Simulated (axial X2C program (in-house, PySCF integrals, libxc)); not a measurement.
Curves of GaH⁻ by EOM-EA-CCSD

Computed with an in-house all-electron X2C program for linear molecules (integrals from PySCF): two-component X2C with atomic mean-field Coulomb and Gaunt terms, Gaussian nuclei, basis Ga dyall-acv3z, H dyall-av3z with contracted cores.

Energies in eV from the lowest point of the lowest state; states are followed by energy order within each Ω. Reference: GaH, 14 electrons correlated in 92 virtual spinors with an MP2 remainder; levels at this size can be off by some tenths of an eV. Masses 68.926 and 1.008 u.

```
R (Å)  (1)Ω=1/2  (1)Ω=3/2
1.541    0.1146    0.1413
1.608    0.0326    0.0598
1.675    0.0000    0.0278
1.750    0.0064    0.0350
1.826    0.0452    0.0746
1.926    0.1299    0.1606
```

Q: Fit the curves (1)Ω=1/2, (1)Ω=3/2 near their minima.

A: At EOM-EA-CCSD from GaH (the fit fixes ωe to about one per cent; ωe of higher roots by this method can be off by ten per cent):

| state | Te (cm⁻¹) | Re (Å) | ωe (cm⁻¹) |
| --- | --- | --- | --- |
| (1)Ω=1/2 | 0 | 1.699 | 1404.2 |
| (1)Ω=3/2 | 230 | 1.698 | 1410.9 |

For GaH at CCSD, and between the minima:

Re = 1.664 Å, ωe = 1593.9 cm⁻¹; removing the electron costs 0.043 eV without zero-point terms.

T1 of the reference reaches 0.015 (Lee–Taylor). Curves followed by order can swap character. Number of frozen shells: Ga 3 s, 2 p; H none. Roots with under 60 % one-particle weight at any point are counted in the labels but not shown, and the list ends where the roots sought for some Ω run out; states that need a further excitation are missing and may lie low or lowest. Curves with a minimum but no constants failed the fit check.
